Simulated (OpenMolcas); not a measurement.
# Xe VII: effect of the active space

```json
{
 "Program": "OpenMolcas 26.06",
 "Method": "CASSCF or its RAS form",
 "Basis": "ANO-RCC",
 "Scalar Hamiltonian": "DKH2, point nucleus",
 "Spin-orbit coupling": "RASSI with atomic mean-field integrals over the reference wave functions, term energies averaged over their components"
}
```

A. 2 electrons in 8 orbitals (5s 5p 6s 6p); 2S+1 = 3 even, 3 roots; 2S+1 = 1 even, 7 roots; 2S+1 = 3 odd, 3 roots; 2S+1 = 1 odd, 3 roots; cost about 50 core-seconds
B. 2 electrons in 9 orbitals (RAS2 5s 5p; RAS3 5d, at most 2 electrons); 2S+1 = 3 even, 3 roots; 2S+1 = 1 even, 7 roots; 2S+1 = 3 odd, 3 roots; 2S+1 = 1 odd, 3 roots; cost about 50 core-seconds

Energies in eV above 5s2 1S0, the measured ground level; measured values from Saloman, J. Phys. Chem. Ref. Data 33, 765 (2004).

| Level | A | B | Measured |
| --- | --- | --- | --- |
| 5s2 1S0 | 0.0000 | 0.0000 | 0.0000 |
| 5s 5p 3P* 0 | 11.4651 | 11.2860 | 11.9200 |
| 5s 5p 3P* 1 | 11.9975 | 11.8034 | 12.4543 |
| 5s 5p 3P* 2 | 13.3840 | 13.1991 | 14.0940 |
| 5s 5p 1P* 1 | 19.0808 | 18.1410 | 17.7619 |
| 5p2 3P0 | 27.8929 | 27.6374 | 27.7319 |
| 5p2 3P1 | 28.9427 | 28.7314 | 29.0972 |
| 5p2 3P2 | 29.7010 | 30.4295 |  |
| 5p2 1D2 | 31.7902 | 28.5922 | 29.2727 |

Deviations, from unrounded energies. A percentage is the sum of absolute deviations over the sum of measured energies, with the sign that they share, or ± where signs differ.

| Against measurement | Levels | A | B |
| --- | --- | --- | --- |
| mean absolute deviation (cm-1) | 7 | 6700 | 4300 |
| other configurations (%) | 7 | ±4.1 | ±2.6 |

B lies closest to measurement on these levels. The largest miss of B in the table is 5s 5p 3P* 2, by -7200 cm-1. The ranking rests on the paired levels alone, and a cruder setting can come out closer through cancelling errors.

Between A and B the level of the table that moves most is 5p2 1D2, by 26000 cm-1 (lowest in B, highest in A).

Active for correlation alone: 6p 6s; no level in the range computed is led by a configuration that fills them, so any true level of that kind is missing (holds for A). The ¹D term of p² mixes with s d, which this space lacks (holds for A). Active for correlation alone: 5d; no level in the range computed is led by a configuration that fills it, so any true level of that kind is missing (holds for B). Some terms mix strongly with configurations of 5d, whose occupation reaches 0.19 (5p2 1D) (holds for B). Computed and measured levels are paired by configuration, term and J; levels that our copy of the source lacks, or whose pairing is in doubt (as where it misses far off the trend of its configuration), stay unpaired and out of the deviations. Only configurations of the active space appear. The table leaves out levels that lie high or whose names do not pair safely across all columns.

* marks odd parity.
